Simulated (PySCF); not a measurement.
1-fluorobuta-1,2-diene (C4H5F), SMILES FC=C=CC. Coordinates come from a PBE0-D3(BJ)/def2-SVP optimisation.

Level of theory: PBE0-D3(BJ)/def2-SVP (PySCF).

Harmonic wavenumbers (cm⁻¹): 139, 159, 218, 339, 529, 626, 784, 890, 894, 1044, 1068, 1123, 1212, 1310, 1382, 1441, 1450, 1509, 2114, 3052, 3133, 3134, 3180, 3206. Rotational constants (GHz): 20.69, 2.189, 2.127; symmetry number 1.

Problem. Work out the zero-point energy and the ideal-gas rigid-rotor harmonic-oscillator thermochemistry at 298.15 K and 1 atm.

Solution. ZPE = ½ Σ hcν = ½ × 33936 cm⁻¹ = 48.51 kcal/mol. H − E(el) = 52.69 kcal/mol. Entropy in cal/(mol K): translation 38.74, rotation 25.61, vibration 10.41, total 74.76. G − E(el) = 30.40 kcal/mol. Cp = 20.65 cal/(mol K). Modes under 150 cm⁻¹ make the vibrational entropy uncertain.
